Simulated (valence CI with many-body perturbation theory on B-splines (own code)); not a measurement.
**Te⁴⁶⁺: electric-dipole lines**

Level of theory: valence CI with perturbative core correlation (CI+MBPT): four valence electrons over a frozen Dirac-Fock core [He], radial functions for each j: 11 s, 11 p, 9 d, 7 f, 5 g, 2 h, 1 i, with the one-electron correlation potential Σ1 (screened to all orders), the two-electron term Σ2, the three-electron term Σ3, Breit, model QED; selected single and double excitations, second order for the rest (own B-spline code, finite nucleus).

The last digits are not significant, and no measured levels were compared; by estimate large intervals hold to a few tenths of a per cent, small ones and those within an open d or f shell to about a per cent.

Lines 101 to 150 of 262 in falling wavelength, among levels below 5344.9 eV, chosen from the strongest by gf and those to the six lowest levels. Wavelengths and rates use the calculated energies. Electric multipoles are in the length gauge, E1 and E2 with the static RPA response of the core. Weak lines are less certain than strong ones. Lines between different terms over intervals too small for the method are left out, as are lines whose strength nearly cancels. Where a level lies close to another of its J and parity, the split of strength between their lines is uncertain. The highest levels of a list are the least certain.

Levels are named by their leading jj configuration (3d3/2^4 stands for four electrons in 3d with j = 3/2), which in mixed levels can hold well under half, so a name can repeat and another be missing. Letters in brackets count levels of one name in rising energy.

```
λ vac (Å)                           Upper                       Lower   A (s⁻¹)  log gf  Branch %
    2.875          (2s^2 2p1/2 3p3/2) J=1      (2s 2p1/2^2 2p3/2) J=2  1.46e+13   -1.27      87.9
    2.871     (2s 2p1/2 2p3/2 3s) J=2 [a]  (2s 2p1/2 2p3/2^2) J=2 [a]  1.76e+13   -0.96      60.5
    2.866     (2s 2p1/2 2p3/2 3s) J=2 [b]      (2s 2p1/2 2p3/2^2) J=3  2.15e+13   -0.88      61.6
    2.861             (2s^2 2p1/2 3s) J=1      (2s^2 2p1/2 2p3/2) J=2  3.40e+13   -0.90      62.6
    2.859     (2s 2p1/2 2p3/2 3s) J=1 [a]  (2s 2p1/2 2p3/2^2) J=2 [a]  3.08e+13   -0.95      59.3
    2.857             (2s 2p1/2^2 3s) J=1      (2s 2p1/2^2 2p3/2) J=2  2.21e+13   -1.09      85.9
    2.855             (2s^2 2p3/2 3s) J=2          (2s^2 2p3/2^2) J=2  2.05e+13   -0.90      66.0
    2.852             (2s^2 2p1/2 3s) J=0      (2s^2 2p1/2 2p3/2) J=1  4.26e+13   -1.28     100.0
    2.851             (2s^2 2p3/2 3s) J=1          (2s^2 2p3/2^2) J=2  3.58e+13   -0.88      50.8
    2.851             (2s^2 2p1/2 3s) J=1      (2s^2 2p1/2 2p3/2) J=1  6.76e+12   -1.61      12.4
    2.850          (2s 2p1/2^2 3p3/2) J=2          (2s^2 2p3/2^2) J=2  1.70e+12   -1.98      29.1
    2.847          (2s 2p1/2^2 3p3/2) J=1          (2s^2 2p3/2^2) J=2  1.35e+12   -2.31       1.0
    2.776          (2s 2p1/2^2 3d3/2) J=1      (2s 2p1/2^2 2p3/2) J=1  3.48e+13   -0.92      77.8
    2.774  (2s 2p1/2 2p3/2 3d5/2) J=2 [a]  (2s 2p1/2 2p3/2^2) J=1 [a]  4.03e+13   -0.63      17.0
    2.766  (2s 2p1/2 2p3/2 3d5/2) J=1 [a]  (2s 2p1/2 2p3/2^2) J=1 [a]  3.94e+13   -0.87      14.0
    2.762  (2s 2p1/2 2p3/2 3d5/2) J=2 [b]  (2s 2p1/2 2p3/2^2) J=2 [b]  1.89e+13   -0.97      15.3
    2.760  (2s 2p1/2 2p3/2 3d5/2) J=3 [b]  (2s 2p1/2 2p3/2^2) J=2 [b]  1.80e+13   -0.84       5.9
    2.757  (2s 2p1/2 2p3/2 3d5/2) J=1 [a]      (2s 2p1/2 2p3/2^2) J=0  1.50e+14   -0.29      53.2
    2.757  (2s 2p1/2 2p3/2 3d5/2) J=1 [b]  (2s 2p1/2 2p3/2^2) J=1 [b]  1.73e+14   -0.23      47.4
    2.753      (2s 2p1/2 2p3/2 3d5/2) J=0  (2s 2p1/2 2p3/2^2) J=1 [b]  3.38e+14   -0.42      83.2
    2.751  (2s 2p1/2 2p3/2 3d3/2) J=1 [c]  (2s 2p1/2 2p3/2^2) J=1 [b]  4.39e+13   -0.83      44.3
    2.751  (2s 2p1/2 2p3/2 3d3/2) J=2 [c]  (2s 2p1/2 2p3/2^2) J=1 [b]  6.33e+13   -0.44      24.5
    2.749  (2s 2p1/2 2p3/2 3d3/2) J=2 [c]  (2s 2p1/2 2p3/2^2) J=2 [b]  1.16e+14   -0.18      44.8
    2.747          (2s 2p1/2^2 3d5/2) J=2      (2s 2p1/2^2 2p3/2) J=1  2.85e+14    0.21      95.2
    2.745  (2s 2p1/2 2p3/2 3d3/2) J=2 [a]  (2s 2p1/2 2p3/2^2) J=2 [a]  2.31e+13   -0.88      20.1
    2.744  (2s 2p1/2 2p3/2 3d3/2) J=1 [a]  (2s 2p1/2 2p3/2^2) J=2 [a]  3.83e+13   -0.89      44.9
    2.743  (2s 2p1/2 2p3/2 3d3/2) J=1 [d]  (2s 2p1/2 2p3/2^2) J=1 [b]  7.58e+13   -0.59      16.6
    2.743  (2s 2p1/2 2p3/2 3d3/2) J=2 [c]  (2s 2p1/2 2p3/2^2) J=1 [a]  2.53e+13   -0.85       9.8
    2.741  (2s 2p1/2 2p3/2 3d3/2) J=1 [d]  (2s 2p1/2 2p3/2^2) J=2 [b]  4.20e+13   -0.85       9.2
    2.740          (2s 2p1/2^2 3d3/2) J=1      (2s 2p1/2^2 2p3/2) J=2  9.63e+12   -1.49      21.5
    2.740  (2s 2p1/2 2p3/2 3d3/2) J=2 [b]      (2s 2p1/2 2p3/2^2) J=3  4.11e+13   -0.64       8.9
    2.740  (2s 2p1/2 2p3/2 3d5/2) J=1 [b]      (2s 2p1/2 2p3/2^2) J=0  5.60e+13   -0.72      15.3
    2.738          (2s^2 2p1/2 3d3/2) J=2      (2s^2 2p1/2 2p3/2) J=2  5.49e+13   -0.51      90.7
    2.738          (2s 2p1/2^2 3d3/2) J=2      (2s 2p1/2^2 2p3/2) J=2  7.20e+13   -0.39      98.8
    2.737  (2s 2p1/2 2p3/2 3d5/2) J=3 [a]      (2s 2p1/2 2p3/2^2) J=3  3.12e+13   -0.61       6.4
    2.731          (2s^2 2p1/2 3d3/2) J=1      (2s^2 2p1/2 2p3/2) J=2  4.80e+12   -1.79       1.0
    2.731          (2s^2 2p3/2 3p1/2) J=2      (2s 2p1/2^2 2p3/2) J=2  9.16e+11   -2.29      41.6
    2.729          (2s^2 2p1/2 3d3/2) J=2      (2s^2 2p1/2 2p3/2) J=1  5.37e+12   -1.52       8.9
    2.728          (2s^2 2p3/2 3d3/2) J=2          (2s^2 2p3/2^2) J=2  7.25e+12   -1.39       2.2
    2.726  (2s 2p1/2 2p3/2 3d5/2) J=2 [b]      (2s 2p1/2 2p3/2^2) J=3  5.55e+13   -0.51      45.0
    2.725  (2s 2p1/2 2p3/2 3p1/2) J=1 [b]          (2s^2 2p3/2^2) J=0  5.95e+13   -0.70      57.7
    2.724  (2s 2p1/2 2p3/2 3d5/2) J=3 [b]      (2s 2p1/2 2p3/2^2) J=3  2.07e+14    0.21      67.8
    2.724  (2s 2p1/2 2p3/2 3d3/2) J=3 [b]  (2s 2p1/2 2p3/2^2) J=2 [a]  9.79e+13   -0.12      33.1
    2.724          (2s^2 2p3/2 3d5/2) J=1          (2s^2 2p3/2^2) J=0  3.08e+14    0.01      95.2
    2.723  (2s 2p1/2 2p3/2 3d5/2) J=2 [a]  (2s 2p1/2 2p3/2^2) J=2 [a]  1.93e+14    0.03      81.3
    2.723          (2s^2 2p3/2 3d3/2) J=1          (2s^2 2p3/2^2) J=2  6.49e+13   -0.66      15.1
    2.723          (2s^2 2p3/2 3d3/2) J=3          (2s^2 2p3/2^2) J=2  2.26e+12   -1.76       1.6
    2.722          (2s 2p1/2^2 3p1/2) J=1      (2s^2 2p1/2 2p3/2) J=2  4.06e+12   -1.87       4.4
    2.722          (2s^2 2p1/2 3d3/2) J=1      (2s^2 2p1/2 2p3/2) J=1  2.22e+13   -1.13       4.7
    2.721  (2s 2p1/2 2p3/2 3d5/2) J=4 [b]      (2s 2p1/2 2p3/2^2) J=3  4.32e+14    0.63      99.8
```
